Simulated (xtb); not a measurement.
CH2O, SMILES [H]/[C-]=[O+]/[H]. All values are semi-empirical tight-binding results from xtb (GFN2-xTB unless named), good for trends rather than for accurate numbers. The structure is a stationary point at GFN2-xTB.

* **point group as xtb finds it**: Cs
* **orbital gap**: 2.08 eV
* **dipole moment**: 1.84 D
* **zero-point energy**: 15.7 kcal/mol
* **G − E(el) at 298.15 K (modified RRHO)**: 2.1 kcal/mol
* **static polarisability (D4 model)**: 18.9 bohr³
* **solvation energy, GFN2-xTB/ALPB(water)**: -5.3 kcal/mol
* **solvation energy, GFN2-xTB/ALPB(ch2cl2)**: -2.1 kcal/mol

Computed IR lines (harmonic; lines under 4 % of the strongest left out, lines within 3 cm⁻¹ merged):
ν (cm⁻¹): 1012 (vs), 1144 (vs), 1331 (m), 1426 (s), 2751 (vs), 3317 (w) (against the strongest line: vs over 80 %, s over 45 %, m over 15 %, w over 4 %, vw less)
